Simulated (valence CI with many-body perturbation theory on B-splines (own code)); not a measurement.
# Energy levels of Tl66+

Computed by valence CI with perturbative core correlation (CI+MBPT): five valence electrons over a frozen Dirac-Fock core [Ne], radial functions for each j: 11 s, 11 p, 10 d, 8 f, 5 g, 2 h, with the one-electron correlation potential Σ1, the two-electron term Σ2, the three-electron term Σ3, Breit, model QED; selected CI, second order for the rest, scaled by the run's own slope (own B-spline code, finite nucleus).

No measured spectrum was set against this ion. As an estimate, large intervals hold to a few tenths of a per cent, small ones and those within an open d or f shell to about a per cent. Among the levels kept, up to 3300 cm⁻¹ of a level comes from second order outside the variational space, and about a tenth of that is noise between levels of different J, which matters for small intervals.

Levels 91 to 135 of 170, with energies above the lowest level, (3s^2 3p1/2^2 3p3/2) J=3/2. "Leading %" is the weight of the configuration and term that name the level; weights of strongly mixed levels are sums over their largest components and can fall short. In the jj column 3d3/2^4 stands for four electrons in 3d with j = 3/2. Lifetimes count E1, E2, E3, M1 and M2 decay at the calculated energies, and are blank where another channel may lead or the interval is too uncertain; long ones can be off by a factor of two.

| No. | Configuration | Term | J | E (× 10³ cm⁻¹) | Leading % | g | Leading jj | Lifetime |
| --- | --- | --- | --- | --- | --- | --- | --- | --- |
| 91 | 3s 3p3 3d | 4F° | 3/2 | 12545 | 44 | 0.790 | 3s 3p1/2 3p3/2^2 3d3/2 (89 %) | 255 fs |
| 92 | 3s 3p2 3d2 | 2F | 7/2 | 12554 | 25 | 1.081 | 3s 3p1/2^2 3d5/2^2 (97 %) | 1.21 ps |
| 93 | 3s 3p2 3d2 | 2D | 3/2 | 12610 | 25 | 1.065 | 3s 3p1/2^2 3d5/2^2 (97 %) | 1.06 ps |
| 94 | 3s 3p3 3d | 4D° | 7/2 | 12618 | 29 | 1.213 | 3s 3p1/2 3p3/2^2 3d3/2 (86 %) | 218 fs |
| 95 | 3s 3p3 3d | 4D° | 5/2 | 12624 | 24 | 1.313 | 3s 3p1/2 3p3/2^2 3d3/2 (93 %) | 174 fs |
| 96 | 3s 3p3 3d | 4D° | 1/2 | 12648 | 53 | 0.554 | 3s 3p1/2 3p3/2^2 3d3/2 (83 %) | 219 fs |
| 97 | 3s 3p3 3d | 4P° | 3/2 | 12709 | 30 | 1.421 | 3s 3p1/2 3p3/2^2 3d3/2 (88 %) | 125 fs |
| 98 | 3s 3p3 3d | 4F° | 3/2 | 12751 | 29 | 0.908 | 3s 3p1/2 3p3/2^2 3d3/2 (94 %) | 136 fs |
| 99 | 3s 3p3 3d | 2F° | 5/2 | 12761 | 28 | 1.036 | 3s 3p1/2 3p3/2^2 3d3/2 (97 %) | 163 fs |
| 100 | 3s 3p3 3d | 2G° | 7/2 | 12767 | 60 | 1.026 | 3s 3p1/2 3p3/2^2 3d3/2 (95 %) | 134 fs |
| 101 | 3s 3p2 3d2 | 4P | 1/2 | 12783 | 43 | 1.993 | 3s 3p1/2^2 3d5/2^2 (97 %) | 934 fs |
| 102 | 3s 3p3 3d | 2F° | 5/2 | 12802 | 32 | 1.017 | 3s 3p1/2 3p3/2^2 3d3/2 (94 %) | 134 fs |
| 103 | 3s 3p3 3d | 2F° | 5/2 | 12962 | 16 | 1.016 | 3s 3p1/2 3p3/2^2 3d3/2 (74 %) | 111 fs |
| 104 | 3s 3p3 3d | 2P° | 3/2 | 12964 | 17 | 1.242 | 3s 3p1/2 3p3/2^2 3d3/2 (81 %) | 133 fs |
| 105 | 3s 3p3 3d | 2P° | 1/2 | 12979 | 44 | 0.621 | 3s 3p1/2 3p3/2^2 3d3/2 (95 %) | 93.3 fs |
| 106 | 3p5 | 2P° | 3/2 | 13021 | 12 | 1.054 | 3s 3p1/2 3p3/2^2 3d3/2 (52 %) | 86.2 fs |
| 107 | 3s 3p3 3d | 2P° | 1/2 | 13030 | 21 | 1.044 | 3s 3p1/2 3p3/2^2 3d3/2 (82 %) | 86.4 fs |
| 108 | 3s 3p3 3d | 6D° | 9/2 | 13181 | 45 | 1.358 | 3s 3p1/2 3p3/2^2 3d5/2 (97 %) | 973 fs |
| 109 | 3s 3p3 3d | 4D° | 7/2 | 13220 | 46 | 1.364 | 3s 3p1/2 3p3/2^2 3d5/2 (95 %) | 710 fs |
| 110 | 3s2 3p 3d2 | 2G° | 7/2 | 13338 | 32 | 1.030 | 3s^2 3p3/2 3d3/2^2 (85 %) | 89.2 fs |
| 111 | 3s 3p3 3d | 4D° | 1/2 | 13382 | 26 | 0.427 | 3s^2 3p3/2 3d3/2^2 (46 %) | 110 fs |
| 112 | 3s2 3p 3d2 | 4F° | 5/2 | 13396 | 23 | 1.005 | 3s^2 3p3/2 3d3/2^2 (67 %) | 68.0 fs |
| 113 | 3s 3p3 3d | 4G° | 11/2 | 13398 | 97 | 1.255 | 3s 3p1/2 3p3/2^2 3d5/2 (97 %) | 1.21 ps |
| 114 | 3s 3p3 3d | 4F° | 9/2 | 13411 | 59 | 1.246 | 3s 3p1/2 3p3/2^2 3d5/2 (95 %) | 923 fs |
| 115 | 3s2 3p 3d2 | 4D° | 3/2 | 13432 | 19 | 0.972 | 3s^2 3p3/2 3d3/2^2 (58 %) | 62.7 fs |
| 116 | 3s2 3p 3d2 | 4D° | 1/2 | 13439 | 24 | 1.006 | 3s 3p1/2 3p3/2^2 3d5/2 (59 %) | 151 fs |
| 117 | 3s 3p3 3d | 4D° | 5/2 | 13534 | 39 | 1.320 | 3s 3p1/2 3p3/2^2 3d5/2 (93 %) | 474 fs |
| 118 | 3s 3p3 3d | 4D° | 3/2 | 13591 | 33 | 1.193 | 3s 3p1/2 3p3/2^2 3d5/2 (94 %) | 361 fs |
| 119 | 3s 3p3 3d | 2S° | 1/2 | 13595 | 41 | 1.403 | 3s 3p1/2 3p3/2^2 3d5/2 (85 %) | 302 fs |
| 120 | 3s2 3p 3d2 | 2P° | 3/2 | 13601 | 25 | 1.346 | 3s^2 3p3/2 3d3/2^2 (74 %) | 67.6 fs |
| 121 | 3s 3p3 3d | 2F° | 7/2 | 13610 | 52 | 1.124 | 3s 3p1/2 3p3/2^2 3d5/2 (86 %) | 500 fs |
| 122 | 3s 3p3 3d | 4D° | 5/2 | 13621 | 31 | 1.312 | 3s 3p1/2 3p3/2^2 3d5/2 (86 %) | 361 fs |
| 123 | 3s 3p3 3d | 2P° | 3/2 | 13696 | 45 | 1.372 | 3s 3p1/2 3p3/2^2 3d5/2 (80 %) | 281 fs |
| 124 | 3s 3p3 3d | 4D° | 7/2 | 13700 | 24 | 1.221 | 3s 3p1/2 3p3/2^2 3d5/2 (82 %) | 268 fs |
| 125 | 3s 3p3 3d | 2G° | 9/2 | 13712 | 52 | 1.128 | 3s 3p1/2 3p3/2^2 3d5/2 (72 %) | 317 fs |
| 126 | 3s 3p3 3d | 4D° | 5/2 | 13733 | 33 | 1.189 | 3s 3p1/2 3p3/2^2 3d5/2 (84 %) | 278 fs |
| 127 | 3s 3p3 3d | 2D° | 5/2 | 13801 | 34 | 1.169 | 3s 3p1/2 3p3/2^2 3d5/2 (90 %) | 473 fs |
| 128 | 3s 3p3 3d | 4D° | 7/2 | 13820 | 35 | 1.229 | 3s 3p1/2 3p3/2^2 3d5/2 (97 %) | 158 fs |
| 129 | 3s 3p3 3d | 2P° | 3/2 | 13854 | 35 | 1.070 | 3s 3p1/2 3p3/2^2 3d5/2 (84 %) | 355 fs |
| 130 | 3s 3p3 3d | 2F° | 7/2 | 13854 | 43 | 1.188 | 3s 3p1/2 3p3/2^2 3d5/2 (83 %) | 266 fs |
| 131 | 3s 3p3 3d | 2D° | 5/2 | 13879 | 36 | 1.135 | 3s 3p1/2 3p3/2^2 3d5/2 (89 %) | 292 fs |
| 132 | 3s 3p3 3d | 2S° | 1/2 | 13929 | 26 | 1.195 | 3s 3p1/2 3p3/2^2 3d5/2 (75 %) | 286 fs |
| 133 | 3s 3p3 3d | 2D° | 3/2 | 13977 | 39 | 1.086 | 3s 3p1/2 3p3/2^2 3d5/2 (86 %) | 154 fs |
| 134 | 3s 3p3 3d | 2D° | 5/2 | 14036 | 25 | 1.091 | 3s 3p1/2 3p3/2^2 3d5/2 (81 %) | 154 fs |
| 135 | 3s 3p3 3d | 2D° | 3/2 | 14042 | 26 | 1.189 | 3s 3p1/2 3p3/2^2 3d5/2 (76 %) | 203 fs |

Where two levels of one J and parity lie close, their mixing, g and order are uncertain.
